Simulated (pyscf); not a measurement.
Homolytic dissociation enthalpies at 298 K of Ge–Ge, Ge–Si, Ge–Sn bonds in 7 gas-phase molecules, in kcal/mol. PySCF, gas phase, ωB97X-D3(BJ)/def2-SVP geometries. Both columns use the same structures and thermal terms. Rows were drawn at random from the closed-shell molecules with such a bond whose radicals are computed, keep their shape and have no isomer in the data more than 5 kcal/mol lower.

| row | molecule | radicals | r²SCAN/def2-TZVP | ωB97M-D3(BJ)/def2-TZVP |
|---|---|---|---|---|
| 1 | Cl–Ge(GeH₃)(GeH₃)–GeH₃ | Cl–Ge•(GeH₃)–GeH₃ + GeH₃• | 61.5 | 63.2 |
| 2 | H₃Si–SiH₂–Ge(Cl)(Cl)–Cl | •H₂Si–SiH₃ + Cl–Ge•(Cl)–Cl | 63.8 | ? |
| 3 | H₃Si–SiH(Cl)–GeH₃ | H₃Si–SiH•–Cl + GeH₃• | 65.9 | 69.6 |
| 4 | HS–GeH₂–SnH₃ | HS–GeH₂• + SnH₃• | 56.6 | 58.6 |
| 5 | HO–Ge(OH)(OH)–GeH₂–SiH₃ | HO–Ge•(OH)–OH + H₃Si–GeH₂• | 62.7 | 65.8 |
| 6 | H₂P–Ge(GeH₃)(GeH₃)–GeH₃ | H₂P–Ge•(GeH₃)–GeH₃ + GeH₃• | 61.2 | 63.6 |
| 7 | HO–GeH₂–SnH₃ | HO–GeH₂• + SnH₃• | 57.3 | 58.9 |

Q: Fit a line that carries the r²SCAN values to the last column and predict row 2.

A: In the 6 complete rows the last column lies 1.6 to 3.7 kcal/mol from r²SCAN (mean 2.4, median 2.2). Least squares gives y = -9.8 + 1.20·x with residuals of 0.4 kcal/mol (root mean square). For row 2: -9.8 + 1.20 × 63.8 = 66.8 kcal/mol. The computed value is 69.1 kcal/mol, 2.3 over the line. Elements up to Kr have no core potential and no relativistic terms here. Elements past Kr carry the def2 core potentials, without spin-orbit coupling.
